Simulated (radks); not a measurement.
The numbers below are computed, except where a source is named.
Q: These are the eigenvalues of the occupied orbitals of an atom or ion with whole-number occupations (eV). Code: a radial shooting solver on a logarithmic mesh with Libxc functionals. Model: scalar-relativistic Kohn-Sham, LB94 model potential, spin-polarised, spherical densities, finite nucleus; Fermi nuclear charge, rms radius of each element as measured or else 0.836 A^(1/3) + 0.57 fm.

| orbital | eigenvalue |
|---|---|
| 1s | -5634.718 |

Which element is it, and in what charge state? The configuration may be excited. Open shells, if any, are filled with parallel spins first.

A: Z = 21, scandium, charge +19: Sc19+ in [He]. The 1s level, -207.07 hartree, gives Z - s = 20.4 by -(Z - s)^2/2, which with screening and relativity narrows Z to a few neighbours, and with so few levels the electron count can be read from the list.
